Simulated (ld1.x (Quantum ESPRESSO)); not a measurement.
**Ranking ultrasoft potentials for nickel**

All share these settings but for the change named:

- Element: nickel
- Generator: ld1.x (Quantum ESPRESSO) 7.5
- Type: ultrasoft
- Functional: PBE
- Relativity: scalar-relativistic
- Frozen core: [Ne]
- Valence charge: 18
- Reference configuration: 3s2 3p6 3d8 4s1 4p1
- Partial waves: 3s (bound): rcut 1.15, rcutus 1.25 bohr; 4s (bound): rcut 1.15, rcutus 1.25 bohr; 3p (bound): rcut 1.05, rcutus 1.15 bohr; 4p (bound): rcut 1.05, rcutus 1.15 bohr; 3d (bound): rcut 1.40, rcutus 1.65 bohr; 3d channel at -0.2 Ry: rcut 1.40, rcutus 1.65 bohr
- Local potential: all-electron potential smoothed inside 1.40 bohr (lloc = -1)
- Core correction: Bessel-smoothed model core inside 0.95 bohr
- Augmentation charge: PSQ, inside the norm-conserving radii

Cutoff: the first of the cutoffs (Ry, on a coarse ladder) from which the occupation-weighted sum of valence levels, in a spherical-Bessel basis at the reference potential, stays within 10 and 1 mRy of its value at 400 Ry; the density cutoff is not measured.

The base gives 80 Ry.

Of 9 variants that were run, those that failed, showed a ghost or another fault, or gave nearly equal values are left out.

A variant can come out equal or close to the base.

(1) Rank these variants from softest to hardest (loose cutoff).
A. waves 3p (bound): rcut 1.05, rcutus 1.66 bohr; 4p (bound): rcut 1.05, rcutus 1.66 bohr
B. wave 3d channel at -0.2 Ry: rcut 1.40, rcutus 1.65 bohr becomes 3d channel at 2.12 Ry: rcut 1.40, rcutus 1.65 bohr
C. all radii but the core radius scaled by about 1.13 (s 1.40, p 1.30, d 1.86 bohr, rcut 1.30/1.18/1.58); local potential all-electron potential smoothed inside 1.58 bohr (lloc = -1)

Results:

(1) A (55 Ry), C (70 Ry), B (80 Ry).
